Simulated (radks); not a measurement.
The carbon ion C2+, 4 electrons, occupied as [He] 2s2.

All-electron calculation, non-relativistic Kohn-Sham, LDA (Slater exchange, VWN5 correlation), spin-polarised, spherical densities, point nucleus; hard spherical wall at 1.5 bohr. Program: a radial shooting solver on a logarithmic mesh with Libxc functionals.

Energy parts (Ry):
part                      energy
total                  -65.63428
kinetic                 91.94833
electron-nucleus      -177.96593
Hartree                 29.75163
exchange-correlation    -9.36831

Orbitals (lengths in bohr, moments of r in powers of bohr; <r^-3> diverges for s and p1/2; r(90%) holds 90 % of the orbital's charge):
orbital,occ.,eigenvalue (Ry),<r^-3>,<r>,<r^4>,r(90%)
1s,2,-20.54117,-,0.2762,0.02794,0.497
2s,2,1.10635,-,0.8284,0.7821,1.17
2p,0,0.82373,7.653,0.7670,0.5907,1.11
3s,0,19.93453,-,0.8193,1.056,1.28
3d,0,8.41273,2.125,0.9255,0.9827,1.21

The highest occupied level is 2s at 15.053 eV. The configuration is held as typed, so some empty levels lie below it. The density falls to 0.001 e/bohr^3 at r = 1.46 bohr. The electron density at the nucleus is 143 e/bohr^3. The pressure on the wall is 9270 GPa. Summed over all electrons, <r^2> = 1.750 bohr^2, which gives a Langevin (diamagnetic) susceptibility term of -1.39 x 10^-6 cm^3/mol.
